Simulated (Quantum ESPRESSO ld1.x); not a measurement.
Species: P8+. Configuration: [He] 2s2 2p3 (the NIST ground configuration). All-electron calculation, scalar-relativistic Kohn-Sham, LDA (Slater exchange, Perdew-Wang correlation), spin-polarised, spherical densities, point nucleus; open shells are filled with parallel spins first. Program: ld1.x of Quantum ESPRESSO 7.5. Some entries of the table are withheld. Estimate them.

| orbital | occ. | eigenvalue (eV) | <r> (bohr) |
|---|---|---|---|
| 1s up | 1 | -2343.30 | 0.1037 |
| 1s down | 1 | -2335.10 | 0.1034 |
| 2s up | 1 | (1) | (2) |
| 2s down | 1 | (3) | (4) |
| 2p up | 3 | -347.569 | 0.4224 |
| 2p down | 0 | -331.352 | 0.4311 |

Answer. 
(1) 2s up eigenvalue (eV): -388.154
(2) 2s up <r> (bohr): 0.4751
(3) 2s down eigenvalue (eV): -374.158
(4) 2s down <r> (bohr): 0.4820
